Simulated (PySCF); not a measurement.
Cl₄OW, triplet, at a GFN2-xTB geometry (such geometries of metal compounds can be far from the true shape) (the multiplicity is a formal guess) (core potentials on W); PySCF with M062X/def2-SVP.

Input for PySCF:
```python
from pyscf import gto, scf, dft

mol = gto.M(
    atom='''
W     0.257041   -0.079114   -0.140610
O     1.673420   -0.515059   -0.915417
Cl    0.357274   -0.502472    2.150308
Cl   -1.310462    0.795852   -1.628882
Cl   -1.252590   -1.853078   -0.032671
Cl    0.299403    2.146458    0.554097
''',
    basis='def2-svp',
    ecp={'W': 'def2-svp'},
    charge=0,
    spin=2,
    verbose=5,
)

mf = dft.UKS(mol)
mf.xc = 'm062x'
mf.kernel()
```

Q: What does PySCF print? Leave out banner, timings and long lists.

A: 
```
PySCF version 2.14.0

[INPUT] verbose = 5
[INPUT] max_memory = 4000
[INPUT] num. atoms = 6
[INPUT] num. electrons = 90
[INPUT] charge = 0
[INPUT] spin (= nelec alpha-beta = 2S) = 2
[INPUT] symmetry False subgroup None
[INPUT] Mole.unit = angstrom
[INPUT] Symbol           X                Y                Z      unit          X                Y                Z       unit  Magmom
[...]
[INPUT] ---------------- BASIS SET ----------------
[INPUT] l, kappa, [nprim/nctr], expnt,             c_1 c_2 ...
[INPUT] Cl
[...]
                                1571.7365221      0.014754727977
                                357.12065523      0.066679112875
                                100.25185935      0.17228924084
                                30.812727554      0.158837861
[...]
                                5.7045760975      0.60841752753
                                2.3508376809      0.54352153355
[...]
                                72.102015515      -0.063563355471
                                22.532680262      -0.24016428276
                                7.8991765444      -0.47798866557
                                2.8767268321      -0.38515850005
[...]
[INPUT] W
[...]
                                12                1.0014141748
[...]
                                6.084876          -0.66720686321
                                1.2523777812      0.52090351989
                                0.58569208922     0.51885687511
[...]
                                1.623745245       0.18452733732
                                0.69187452392     0.44121676843
                                0.27865835325     0.431584092415
[...]
[INPUT] O
[...]
                                340.87010191      -0.03989003923
                                77.363135167      -0.17853911985
                                21.47964494       -0.46427684959
                                6.6589433124      -0.44309745172
[...]
                                3.863550544       0.23094120765
                                1.0480920883      0.51375311064
[...]
nuclear repulsion = 608.229539512537
number of shells = 50
number of NR pGTOs = 225
number of NR cGTOs = 118
basis = def2-svp
ecp = {'W': 'def2-svp'}

******** <class 'pyscf.dft.uks.UKS'> ********
method = UKS
initial guess = minao
damping factor = 0
level_shift factor = 0
DIIS = <class 'pyscf.scf.diis.CDIIS'>
diis_start_cycle = 1
diis_space = 8
diis_damp = 0
SCF conv_tol = 1e-09
SCF conv_tol_grad = None
[...]
  1.58746553e+00  1.60805829e+00  1.61345787e+00  2.65851603e+00
  2.67874545e+00  2.90294236e+00  2.90351767e+00  3.24984226e+00
  6.78328217e+01  5.75730834e+02]
  beta  mo_energy =
[-1.02679503e+02 -1.02679478e+02 -1.02679465e+02 -1.02679435e+02
 -1.97138593e+01 -9.84977629e+00 -9.84976680e+00 -9.84976493e+00
 -9.84973327e+00 -7.57370382e+00 -7.57368435e+00 -7.57367869e+00
 -7.57365233e+00 -7.57037458e+00 -7.57037032e+00 -7.57036699e+00
 -7.57033477e+00 -7.56811776e+00 -7.56811071e+00 -7.56809623e+00
 -7.56806652e+00 -3.22301032e+00 -1.87105951e+00 -1.81511740e+00
 -1.81407773e+00 -1.07494970e+00 -9.52500417e-01 -9.27625415e-01
 -9.25078286e-01 -9.19976062e-01 -5.30406104e-01 -5.26600186e-01
 -5.25519470e-01 -5.14492405e-01 -4.96495292e-01 -4.70577706e-01
 -4.54819659e-01 -4.53214289e-01 -4.45981747e-01 -4.23937612e-01
 -4.22630012e-01 -4.02217575e-01 -3.73404189e-01 -3.65774126e-01
 -2.53554203e-01 -9.20069759e-02 -3.06266546e-02 -3.05522993e-02
 -1.34564373e-02 -1.09599055e-02  3.01862764e-02  7.35996675e-02
  7.37702408e-02  8.16929878e-02  1.65544890e-01  2.91994328e-01
  2.92701541e-01  2.96506203e-01  3.03878327e-01  3.33303509e-01
  5.31950045e-01  5.32613499e-01  5.85846234e-01  6.37486953e-01
  6.39558281e-01  6.40028418e-01  6.81067299e-01  7.06353224e-01
  7.07066715e-01  7.10212888e-01  7.31188805e-01  7.52927585e-01
  7.53262071e-01  7.78753129e-01  7.98491084e-01  8.01503625e-01
  8.01759938e-01  8.07173799e-01  8.09225343e-01  8.09834982e-01
  8.11743041e-01  8.11955041e-01  8.27104102e-01  8.35177915e-01
  8.80338095e-01  8.84615989e-01  9.11180810e-01  9.18966309e-01
  9.52027317e-01  9.54299416e-01  1.02188510e+00  1.05643883e+00
  1.05981837e+00  1.06367010e+00  1.07795610e+00  1.11782443e+00
  1.15476831e+00  1.16082966e+00  1.17789727e+00  1.18031998e+00
  1.21676635e+00  1.22350765e+00  1.29691376e+00  1.29713108e+00
  1.33578021e+00  1.40731866e+00  1.45358053e+00  1.56141184e+00
  1.59754517e+00  1.62119425e+00  1.62629553e+00  2.65473268e+00
  2.67500334e+00  2.90199345e+00  2.90258145e+00  3.24992211e+00
  6.78148461e+01  5.75761905e+02]
multiplicity <S^2> = 2.0111417  2S+1 = 3.0074186
nelec by numeric integration = [46.00000022 44.00000036]
E1 = -3969.1775135741286  E2 = 1378.5253785915002  Ecoul = 1507.486193536781  Exc = -128.96081494528087
Extra cycle  E= -1982.42259547009  delta_E= -2.96e-10  |g|= 6.47e-06  |ddm|= 3.84e-05
converged SCF energy = -1982.42259547009  <S^2> = 2.0111417  2S+1 = 3.0074186
```
